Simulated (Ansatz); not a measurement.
Calculated with Ansatz (gas phase, PBE0-D4/def2-TZVP geometries, no zero-point term in ΔE). CCSD(T)/CBS is the MP2 limit (def2-TZVPP, def2-QZVPP) plus CCSD(T) − MP2 in def2-TZVPP, frozen cores. DFT in def2-TZVPP. For Ga outer-core shells are correlated without core-valence functions, which leaves a few kJ/mol of doubt a bond. Scalar relativity is left out up to krypton. One conformer a species, not always the lowest.

Reaction (redistribution): `C[Si](F)(F)[SiH3]` + `CC(C)(C)[CH2][Ga]([F])[F]` → `CC(C)(C)C[Si](C)(F)F` + `[F][Ga]([F])[SiH3]`

`C[Si](F)(F)[SiH3]`:

```xyz
11

C    -0.257    1.645   -0.583
Si   -0.014    0.339    0.701
F     1.265    0.720    1.579
F    -1.259    0.368    1.701
Si    0.255   -1.855   -0.081
H    -0.372    2.623   -0.108
H     0.600    1.689   -1.259
H    -1.153    1.444   -1.176
H     1.444   -1.924   -0.973
H     0.439   -2.792    1.057
H    -0.948   -2.257   -0.859
```

`CC(C)(C)[CH2][Ga]([F])[F]`:

```xyz
19

C    -1.671   -0.514   -0.824
C    -0.286   -0.240   -0.240
C     0.719   -0.066   -1.375
C     0.134   -1.414    0.641
C    -0.360    1.043    0.595
Ga    1.316    1.586    1.428
F     1.509    3.037    2.386
F     2.843    0.728    1.346
H    -1.664   -1.425   -1.429
H    -2.414   -0.642   -0.032
H    -1.999    0.311   -1.463
H     1.732    0.087   -0.991
H     0.455    0.787   -2.007
H     0.742   -0.955   -2.011
H     1.142   -1.269    1.044
H    -0.558   -1.546    1.477
H     0.143   -2.344    0.067
H    -0.691    1.891   -0.014
H    -1.091    0.945    1.404
```

`CC(C)(C)C[Si](C)(F)F`:

Z-matrix (Å, degrees):
```
C
C 1 1.528
H 1 1.094 2 111.1
H 1 1.094 2 111.1 3 120.2
H 1 1.094 2 110.8 3 -119.9
C 2 1.527 1 108.9 3 60.1
C 2 1.527 1 108.9 3 179.6
C 2 1.540 1 108.2 3 -60.2
H 6 1.093 2 110.3 1 57.3
H 6 1.092 2 111.9 1 177.4
H 6 1.094 2 111.1 1 -62.1
H 7 1.094 2 111.1 1 61.9
H 7 1.092 2 111.9 1 -177.6
H 7 1.093 2 110.2 1 -57.5
Si 8 1.855 2 121.8 1 179.5
H 8 1.099 2 109.0 1 56.6
H 8 1.099 2 109.0 1 -57.4
C 15 1.847 8 113.0 2 179.4
F 15 1.598 8 111.0 2 57.7
F 15 1.598 8 110.9 2 -58.9
H 18 1.093 15 111.0 8 60.2
H 18 1.092 15 111.0 8 -60.2
H 18 1.093 15 110.3 8 180.0
```

`[F][Ga]([F])[SiH3]`:

Z-matrix (Å, degrees):
```
Si
Ga 1 2.387
H 1 1.483 2 109.3
H 1 1.483 2 108.8 3 -120.9
H 1 1.484 2 107.8 3 119.8
F 2 1.749 1 125.2 3 -20.8
F 2 1.750 1 124.5 3 160.0
```

```tsv
level	ΔE (kJ/mol)	difference from CCSD(T)/CBS
revPBE-D4	-37.4	-1.1
B97M-V	-44.1	-7.8
PBE0-D4	-39.4	-3.1
BHLYP-D4	-44.2	-7.9
CAM-B3LYP-D4	-43.0	-6.7
B2PLYP	-39.8	-3.5
CAM-B3LYP	-42.1	-5.8
LC-ωPBE	-37.8	-1.5
HF/def2-TZVPP	-45.5	-9.2
HF/CBS(def2)	-46.2	-9.9
CCSD(T)/CBS	-36.3	0
```

Largest T1 diagnostic among the species: 0.015.

In def2-TZVPP, CCSD(T) changes the Hartree–Fock value by +7.7 kJ/mol (the triples alone add +1.2 kJ/mol) and MP2 by +8.9 kJ/mol. From BLYP to BHLYP (50 % exact exchange), in def2-TZVPP and without D4, ΔE moves by −6.4 kJ/mol. At CCSD(T), def2-SVP lies −10.1 kJ/mol from the extrapolated value and def2-TZVPP −1.5 kJ/mol.
